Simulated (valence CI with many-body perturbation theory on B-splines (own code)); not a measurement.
## Level structure of W⁴³⁺

Computed by valence CI with perturbative core correlation (CI+MBPT): three valence electrons over a frozen Dirac-Fock core [Ar] 3d10, a basis of 9 s, 9 p, 8 d, 6 f, 3 g, 1 h functions for each j, with the one-electron correlation potential Σ1, the two-electron term Σ2, the three-electron term Σ3, Breit, model QED; selected CI, second order for the rest, scaled by the run's own slope (own B-spline code, finite nucleus).

No measured spectrum was set against this ion. As an estimate, large intervals hold to a few tenths of a per cent, small ones and those within an open d or f shell to about a per cent.

Levels 1 to 37 of 37, with energies above the lowest level, (4s^2 4p1/2) J=1/2. "Leading %" is the weight of the configuration and term that name the level; weights of strongly mixed levels are sums over their largest components and can fall short, so below about 35 % the name and the second component can differ from the true leading terms, or belong to a minority configuration. In the jj column 3d3/2^4 stands for four electrons in 3d with j = 3/2. Lifetimes count E1, E2, E3, M1 and M2 decay at the calculated energies, and are blank where another channel may lead or the interval is too uncertain; long ones can be off by a factor of two.

| No. | Configuration | Term | J | E (eV) | Leading % | g | Lifetime | Leading jj |
| --- | --- | --- | --- | --- | --- | --- | --- | --- |
| 1 | 4s2 4p | 2P° | 1/2 | 0.00 | 100 | 0.659 |  | 4s^2 4p1/2 (100 %) |
| 2 | 4s 4p2 | 4P | 1/2 | 96.76 | 57 | 2.192 | 33.8 ps | 4s 4p1/2^2 (98 %) |
| 3 | 4s2 4p | 2P° | 3/2 | 98.19 | 99 | 1.329 | 217 ns | 4s^2 4p3/2 (99 %) |
| 4 | 4s 4p2 | 4P | 3/2 | 181.82 | 91 | 1.657 | 197 ps | 4s 4p1/2 4p3/2 (99 %) |
| 5 | 4s 4p2 | 2D | 5/2 | 190.19 | 58 | 1.359 | 72.7 ps | 4s 4p1/2 4p3/2 (98 %) |
| 6 | 4s 4p2 | 2D | 3/2 | 202.06 | 64 | 0.977 | 2.66 ps | 4s 4p1/2 4p3/2 (95 %) |
| 7 | 4s 4p2 | 2P | 1/2 | 204.59 | 70 | 1.234 | 1.39 ps | 4s 4p1/2 4p3/2 (97 %) |
| 8 | 4s2 4d | 2D | 3/2 | 258.87 | 93 | 0.821 | 829 fs | 4s^2 4d3/2 (93 %) |
| 9 | 4s2 4d | 2D | 5/2 | 273.66 | 65 | 1.295 | 11.2 ps | 4s^2 4d5/2 (65 %) |
| 10 | 4s 4p2 | 4P | 5/2 | 291.06 | 34 | 1.332 | 1.97 ps | 4s 4p3/2^2 (65 %) |
| 11 | 4p3 | 2P° | 3/2 | 299.16 | 45 | 1.325 | 2.93 ps | 4p1/2^2 4p3/2 (94 %) |
| 12 | 4s 4p2 | 2S | 1/2 | 302.75 | 69 | 1.895 | 2.02 ps | 4s 4p3/2^2 (98 %) |
| 13 | 4s 4p2 | 2P | 3/2 | 306.42 | 62 | 1.193 | 956 fs | 4s 4p3/2^2 (96 %) |
| 14 | 4s 4p 4d | 4F° | 3/2 | 335.13 | 80 | 0.499 | 18.1 ps | 4s 4p1/2 4d3/2 (98 %) |
| 15 | 4s 4p 4d | 4F° | 5/2 | 342.09 | 49 | 1.041 | 29.4 ps | 4s 4p1/2 4d3/2 (94 %) |
| 16 | 4s 4p 4d | 4D° | 1/2 | 355.23 | 61 | 0.391 | 783 fs | 4s 4p1/2 4d3/2 (98 %) |
| 17 | 4s 4p 4d | 4D° | 3/2 | 356.26 | 38 | 1.304 | 780 fs | 4s 4p1/2 4d3/2 (89 %) |
| 18 | 4s 4p 4d | 4P° | 5/2 | 363.81 | 37 | 1.348 | 3.08 ps | 4s 4p1/2 4d5/2 (97 %) |
| 19 | 4s 4p 4d | 4F° | 7/2 | 369.00 | 49 | 1.249 | 4.17 ps | 4s 4p1/2 4d5/2 (96 %) |
| 20 | 4s 4p 4d | 2D° | 3/2 | 374.00 | 34 | 1.197 | 2.55 ps | 4s 4p1/2 4d5/2 (71 %) |
| 21 | 4s 4p 4d | 2F° | 5/2 | 374.02 | 38 | 1.092 | 3.72 ps | 4s 4p1/2 4d5/2 (87 %) |
| 22 | 4p3 | 2D° | 5/2 | 397.85 | 80 | 1.132 | 1.45 ps | 4p1/2 4p3/2^2 (80 %) |
| 23 | 4p3 | 2D° | 3/2 | 398.64 | 40 | 1.315 | 895 fs | 4p1/2 4p3/2^2 (75 %) |
| 24 | 4p3 | 2P° | 1/2 | 403.04 | 94 | 0.660 | 1.45 ps | 4p1/2 4p3/2^2 (94 %) |
| 25 | 4s2 4f | 2F° | 5/2 | 439.88 | 46 | 0.989 | 1.80 ps | 4s 4p3/2 4d3/2 (53 %) |
| 26 | 4s 4p 4d | 4D° | 3/2 | 441.77 | 43 | 1.330 | 1.02 ps | 4s 4p3/2 4d3/2 (98 %) |
| 27 | 4s 4p 4d | 4P° | 1/2 | 441.82 | 86 | 2.312 | 1.12 ps | 4s 4p3/2 4d3/2 (99 %) |
| 28 | 4s 4p 4d | 4F° | 7/2 | 442.43 | 37 | 1.222 | 1.45 ps | 4s 4p3/2 4d3/2 (67 %) |
| 29 | 4s 4p 4d | 4D° | 5/2 | 442.97 | 37 | 1.140 | 1.23 ps | 4s 4p3/2 4d3/2 (62 %) |
| 30 | 4p2 4d | 2D | 3/2 | 448.96 | 38 | 0.770 | 6.99 ps | 4p1/2^2 4d3/2 (98 %) |
| 31 | 4s2 4f | 2F° | 7/2 | 451.70 | 62 | 1.221 | 2.96 ps | 4s^2 4f7/2 (62 %) |
| 32 | 4s 4p 4d | 4F° | 9/2 | 451.86 | 100 | 1.329 | 248 ns | 4s 4p3/2 4d5/2 (100 %) |
| 33 | 4s 4p 4d | 2D° | 3/2 | 455.43 | 64 | 0.988 | 790 fs | 4s 4p3/2 4d3/2 (72 %) |
| 34 | 4s 4p 4d | 2D° | 5/2 | 463.45 | 46 | 1.349 | 2.35 ps | 4s 4p3/2 4d5/2 (98 %) |
| 35 | 4s 4p 4d | 2P° | 1/2 | 464.42 | 73 | 0.587 | 589 fs | 4s 4p3/2 4d3/2 (92 %) |
| 36 | 4s 4p 4d | 2P° | 3/2 | 466.88 | 38 | 1.192 | 1.91 ps | 4s 4p3/2 4d5/2 (61 %) |
| 37 | 4s 4p 4d | 2F° | 5/2 | 469.69 | 45 | 0.952 | 525 fs | 4s 4p3/2 4d3/2 (73 %) |

The ionisation energy to 4s2 1S_0 of the next ion comes out as 2207.6 eV (NIST: 2210 ± 1.5 eV (semi-empirical)). All 37 levels together are meant to be complete up to 469.77 eV.
